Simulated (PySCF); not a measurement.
Ground-state electric properties of a mixed set of molecules.

All values: PBE0/def2-SVPD (PySCF) at GFN2-xTB geometries, gas phase, one conformer each. Core orbitals are frozen in the response; Δα² is half the sum of the squared differences of the principal polarisabilities.

(1) Rank by dipole moment, highest first.
A. `[H]/[N:1]=[CH:2]\[C@@H:3]([NH2:4])[C@H:5]1[CH2:6][SiH2:7]1` with N1–C2–C3–N4 142°, C2–C3–N4–H 58° and 177°, C2–C3–C5–C6 80°
B. `[CH2:1]=[C:2]([C:3](=[O:4])[OH:5])[S:6]([CH3:7])(=[O:8])=[O:9]` with C1–C2–C3–O4 -145°, C2–C3–O5–H 178°, C1–C2–S6–C7 116°
C. `[SiH3:1][CH2:2][SiH2:3][S:4][SiH3:5]` with Si1–C2–Si3–S4 64°, C2–Si3–S4–Si5 -178°
D. `[NH2:1][CH2:2][C:3]([F:4])([F:5])[F:6]` with H–N1–C2–C3 178° and -61° (2,2,2-trifluoroethylamine)

(2) Rank by HOMO energy, lowest first.
A. `C=C(C(=O)O)S(C)(=O)=O`
B. `[H]/N=C\[C@@H](N)[C@H]1C[SiH2]1`
C. `NCC(F)(F)F`
D. `[SiH3]C[SiH2]S[SiH3]`

Answers

(1) B (4.51 D), A (3.38 D), D (3.09 D), C (1.21 D).

(2) A (-8.61 eV), C (-7.65 eV), D (-7.22 eV), B (-6.81 eV).

All values together:

```
                         SMILES    formula  μ (D)  HOMO (eV)  LUMO (eV)  α (Å³)  Δα (Å³)  electrons  α per electron (Å³)
           [SiH3]C[SiH2]S[SiH3]   CH10SSi3   1.21      -7.22      -0.12   17.13     6.63         74                0.231
                     NCC(F)(F)F    C2H4F3N   3.09      -7.65       0.49    5.60     0.74         50                0.112
          C=C(C(=O)O)S(C)(=O)=O    C4H6O4S   4.51      -8.61      -2.22   12.03     3.68         78                0.154
[H]/N=C\[C@@H](N)[C@H]1C[SiH2]1  C4H10N2Si   3.38      -6.81      -0.43   13.67     4.96         62                0.220
```

Conformers: `[SiH3:1][CH2:2][SiH2:3][S:4][SiH3:5]` with Si1–C2–Si3–S4 64°, C2–Si3–S4–Si5 -178°; `[NH2:1][CH2:2][C:3]([F:4])([F:5])[F:6]` with H–N1–C2–C3 178° and -61°; `[CH2:1]=[C:2]([C:3](=[O:4])[OH:5])[S:6]([CH3:7])(=[O:8])=[O:9]` with C1–C2–C3–O4 -145°, C2–C3–O5–H 178°, C1–C2–S6–C7 116°; `[H]/[N:1]=[CH:2]\[C@@H:3]([NH2:4])[C@H:5]1[CH2:6][SiH2:7]1` with N1–C2–C3–N4 142°, C2–C3–N4–H 58° and 177°, C2–C3–C5–C6 80°.
